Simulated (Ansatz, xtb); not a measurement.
## Relaxing a trial structure of BrH3Si3

The starting geometry of this gas-phase singlet has its atoms placed at random.

```csv
atom,x (Å),y (Å),z (Å)
Br,0.8687,-1.6093,0.3218
Si,0.3373,0.9806,1.5989
Si,-0.2117,0.1519,-1.2853
Si,-1.2311,0.1415,0.6265
H,0.1241,-1.5418,-1.4101
H,1.0475,-0.1706,-0.3541
H,-1.2813,-1.2167,-1.3701
```

Problem. One run relaxed it with r2SCAN-D4/def2-SVP. What is a likely outcome?

Solution. It ends as a structure with Br1 bridging Si2 and Si4, H6 bridging Si2 and Si3, H7 bridging Si3 and Si4, given below by its coordinates. Distances that change by over a tenth: Si2–Si3 (3.05 → 2.62 Å), Si2–Si4 (2.03 → 2.39 Å), Si3–Si4 (2.17 → 2.62 Å), Si3–H5 (1.73 → 1.52 Å), Si3–H6 (1.60 → 1.78 Å). Contacts that open: Br1–Si3 (2.62 → 3.66 Å), Br1–H5 (1.89 → 3.26 Å), Br1–H6 (1.60 → 3.15 Å). Contacts that close: Br1–Si2 (2.94 → 2.53 Å), Br1–Si4 (2.75 → 2.53 Å), Si2–H6 (2.38 → 1.61 Å), Si4–H7 (2.42 → 1.61 Å).

The energy falls by 8.19 eV over 19 steps:

```json
{"step": "1", "E − E(last) (eV)": "8.194"}
{"step": "3", "E − E(last) (eV)": "4.994"}
{"step": "5", "E − E(last) (eV)": "2.927"}
{"step": "7", "E − E(last) (eV)": "1.535"}
{"step": "9", "E − E(last) (eV)": "0.636"}
{"step": "11", "E − E(last) (eV)": "0.094"}
{"step": "13", "E − E(last) (eV)": "0.019"}
{"step": "15", "E − E(last) (eV)": "0.003"}
{"step": "17", "E − E(last) (eV)": "0.000"}
{"step": "19", "E − E(last) (eV)": "0.000"}
```

Final geometry (Å):

```tsv
atom	x (Å)	y (Å)	z (Å)
Br	0.6054	-2.0114	1.2297
Si	0.7117	0.5010	0.9226
Si	-0.3204	0.2659	-1.4791
Si	-1.4198	-0.5657	0.7542
H	0.3626	-1.0355	-1.8752
H	1.2181	0.4723	-0.6048
H	-1.5040	-0.8909	-0.8197
```

From the same start GFN2-xTB ends elsewhere, differing in Br1–Si2 (3.67 against 2.53 Å here), Br1–Si3 (2.33 against 3.66 Å here), Br1–Si4 (2.96 against 2.53 Å here), Si2–Si3 (4.50 against 2.62 Å here), Si2–H6 (4.75 against 1.61 Å here), Si4–H7 (2.89 against 1.61 Å here).

From so rough a start the end depends on the optimiser's path, so another program may land elsewhere. No frequencies were run, so the end isn't proven a minimum. Run with Ansatz 0.2.0, 3.3 min on 1 thread of AMD EPYC (Zen 3), with other jobs on the host.
